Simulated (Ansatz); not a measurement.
# Cost against result

Saddle point of Si2H8O2, closed shell (SiH₄O ([OH][SiH3]) + SiH₄O ([OH][SiH3]) → Si₂H₆O ([SiH3][O][SiH3]) + H₂O; bonds formed: Si1–O7, O2–H6; bonds broken: Si1–O2, H6–O7), PBE0-D4/def2-TZVP structure:

Si1  (-1.256, 0.574, 0.104)
O2  (-1.488, -1.128, -0.575)
H3  (-0.904, 1.724, -0.769)
H4  (-2.759, 0.731, 0.143)
H5  (-0.920, 0.672, 1.546)
H6  (-0.393, -1.097, -0.713)
O7  (0.476, -0.206, -0.300)
Si8  (1.980, -0.048, 0.326)
H9  (-2.086, -1.240, -1.319)
H10  (2.091, 1.266, 1.014)
H11  (2.272, -1.130, 1.307)
H12  (2.988, -0.117, -0.765)
(Å)

Barriers are electronic and count from the start structure reached by relaxing down the imaginary mode.

Program: Ansatz 0.2.0. Basis: as named in each row. Cores are frozen in the correlated methods. B3LYP uses VWN-RPA correlation. Extrapolation: Hartree–Fock as exp(−7.88 √X), correlation as X^−2.97.

Times are rough, for one single point on 4 threads of a shared host (Arm Neoverse V2).

The estimate by CCSD(T) at an estimated basis limit (MP2 extrapolated from triple and quadruple zeta, plus CCSD(T) − MP2 in triple zeta) is 29.64 kcal/mol.

```csv
method,basis,time (s),barrier (kcal/mol),method less estimate
HF,STO-3G,under 1,37.09,7.46
PBE-D4,STO-3G,under 1,-1.70,-31.34
SPW92,def2-SVP,under 1,11.69,-17.95
B3LYP-D4,6-31G,under 1,15.60,-14.04
PBE-D4,def2-SVP,under 1,20.14,-9.50
PBE0-D4,def2-SVP,under 1,22.56,-7.08
SPW92,def2-TZVPP,1,16.37,-13.26
PBE-D4,def2-TZVPP,2,24.60,-5.04
BLYP-D4,def2-TZVPP,2,28.29,-1.35
PBE0-D4,def2-TZVPP,2,26.90,-2.73
B3LYP-D4,def2-TZVPP,2,29.69,0.05
BHLYP-D4,def2-TZVPP,2,32.23,2.59
CAM-B3LYP-D4,def2-TZVPP,2,29.41,-0.23
CCSD(T),def2-SVP,3,27.79,-1.85
r2SCAN-D4,def2-TZVPP,3,26.31,-3.33
wB97M-V,def2-SVP,3,23.16,-6.48
r2SCAN0-D4,def2-TZVPP,4,27.81,-1.83
RPA on PBE,def2-TZVPP,4,30.09,0.45
B2PLYP,def2-TZVPP,4,30.68,1.04
PBE-QIDH,def2-TZVPP,4,28.36,-1.27
wB97X-V,def2-TZVPP,6,29.05,-0.58
wB97M-V,def2-TZVPP,6,28.03,-1.61
B97M-V,def2-TZVPP,7,29.60,-0.04
MP2,def2-QZVPP,17,28.35,-1.29
CCSD(T),def2-TZVPP,100,29.79,0.15
```

All methods are single points on the PBE0-D4 structures; a negative value means that the method puts the saddle structure below the start.

T1 diagnostic: at most 0.012.

Labels in which every atom is bracketed show which atoms are joined, not bond orders.
